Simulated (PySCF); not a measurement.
# Computed structure and properties of PmH3(NH3)

System: PmH3(NH3) (singlet in the valence; each metal's 4f electrons, 4 of them, lie in its core potential, out of spins and levels); start: template (C3v). Method: PySCF 2.14.0, RKS PBE0, Pm lcecp-1-SVP with ECP50, H def2-SVP, N def2-SVP; non-relativistic Hamiltonian with scalar-relativistic core potentials where named; density fitting; no spin-orbit coupling.

Input of the relaxation:

```python
mol = gto.M(atom='''
Pm     0.14942    -0.14942     0.14942
H      1.44842     1.14958     1.44842
H     -1.14958    -1.44842     1.44842
H      1.44842    -1.44842    -1.14958
N     -1.33438     1.33438    -1.33438
H     -1.94758     1.94758    -0.79728
H     -0.79728     1.94758    -1.94758
H     -1.94758     0.79728    -1.94758''',
    basis={'Pm': 'lcecp-1-SVP', 'H': 'def2-SVP', 'N': 'def2-SVP'},
    ecp={'Pm': 'lcecp-1-SVP'},
    charge=0, spin=0)
mf = dft.RKS(mol, xc='PBE0')
mf.grids.atom_grid = (50, 194)  # f atoms: unpruned, at least (60, 302)
mf = mf.density_fit()  # fitting sets: Pm AutoAux, H def2-universal-JKFIT, N def2-universal-JKFIT
mf.conv_tol = 1e-08; mf.max_cycle = 55
mf.kernel(dm0)  # dm0: converged density of the start geometry
# quasi-Newton relaxation in Cartesian coordinates to a largest gradient under 0.00045 Eh/bohr, steps kept in the point group
```

Run from Python with OMP_NUM_THREADS=2; the lines above give its settings. Where DIIS fails, smearing, a level shift and second-order steps follow.
It took 110 s on 2 threads of Intel(R) Xeon(R) Processor @ 2.50GHz (Skylake/Cascade Lake), with other jobs on the host, from the converged density of the start.

Course of the relaxation:

| step | energy above end (eV) | largest force component within the symmetry (eV/Å) |
| --- | --- | --- |
| 0 | 0.3537 | 0.979 |
| 1 | 0.1743 | 0.684 |
| 2 | 0.0179 | 0.082 |
| 3 | 0.0142 | 0.060 |
| 4 | 0.0044 | 0.042 |
| 5 | 0.0030 | 0.046 |
| 6 | 0.0018 | 0.057 |
| 7 | 0.0008 | 0.048 |
| 8 | 0.0002 | 0.024 |
| 9 | 0.0000 | 0.009 |
| 10 | 0.0000 | 0.004 |

Relaxed geometry (C3v):

```xyz
8

Pm    0.2549   -0.2549    0.2549
H     1.2575    1.2828    1.2575
H    -1.2828   -1.2575    1.2575
H     1.2575   -1.2575   -1.2828
N    -1.2351    1.2351   -1.2351
H    -1.8464    1.8464   -0.6892
H    -0.6892    1.8464   -1.8464
H    -1.8464    0.6892   -1.8464
```

| contact | Å |
| --- | --- |
| Pm1–H2 (H) | 2.092 |
| Pm1–H3 (H) | 2.092 |
| Pm1–H4 (H) | 2.092 |
| Pm1–N5 (NH3) | 2.581 |

On the finer grid (75, 302):

* HOMO: -6.12 eV
* LUMO: -0.61 eV
* Dipole about the centre of mass: 5.75 D
* Set of Mulliken populations of Pm1 outside the core potential: s 2.58, p 6.48, d 1.33, f 0.03
* D3(BJ) dispersion energy (not in the energies): -0.097 eV

```json
{"atom": "Pm1", "Mulliken (e)": "0.59", "Löwdin (e)": "0.33", "spin (e)": "0.00"}
{"atom": "H2", "Mulliken (e)": "-0.26", "Löwdin (e)": "-0.21", "spin (e)": "0.00"}
{"atom": "H3", "Mulliken (e)": "-0.26", "Löwdin (e)": "-0.21", "spin (e)": "0.00"}
{"atom": "H4", "Mulliken (e)": "-0.26", "Löwdin (e)": "-0.21", "spin (e)": "0.00"}
{"atom": "N5", "Mulliken (e)": "-0.31", "Löwdin (e)": "-0.03", "spin (e)": "0.00"}
{"atom": "H6", "Mulliken (e)": "0.17", "Löwdin (e)": "0.11", "spin (e)": "0.00"}
{"atom": "H7", "Mulliken (e)": "0.17", "Löwdin (e)": "0.11", "spin (e)": "0.00"}
{"atom": "H8", "Mulliken (e)": "0.17", "Löwdin (e)": "0.11", "spin (e)": "0.00"}
```

The 4f levels lie in the core potential and are missing. Their spin isn't counted.

On the grid (50, 194), as all that follows. Harmonic modes: a minimum within the noise of the softest modes; lowest 21 cm⁻¹ (negative: unstable), highest 3608 cm⁻¹, zero-point energy 1.365 eV.

Taking off one H (charge -1, singlet; the rest: singlet) in vacuum, both parts rigid, costs 8.75 eV; the small basis without counterpoise inflates it. Most of it is the attraction of opposite charges; other ways to part are cheaper, and one spin state was tried for the rest.

Rigid scan of H along the line from its metal:

(distance to H2 (Å), energy (eV)): (1.79, 0.425), (1.89, 0.169), (1.99, 0.038), (2.09, 0.000), (2.19, 0.031), (2.29, 0.111), (2.49, 0.367), (2.79, 0.861), (3.19, 1.548), (3.69, 2.317)

Taking off one NH3 (charge 0, singlet; the rest: singlet) in vacuum, both parts rigid, costs 1.44 eV; the small basis without counterpoise inflates it.

Rigid scan of NH3 along the line from its metal:

(distance to N5 (Å), energy (eV)): (2.28, 0.312), (2.38, 0.120), (2.48, 0.026), (2.58, 0.000), (2.68, 0.020), (2.78, 0.068), (2.98, 0.212), (3.28, 0.453), (3.68, 0.730), (4.18, 0.973)

One start shape was tried, so this needn't be the lowest isomer.

An lcecp potential fixes the number of 4f electrons, so in runs with it no electron can move into or out of that shell.
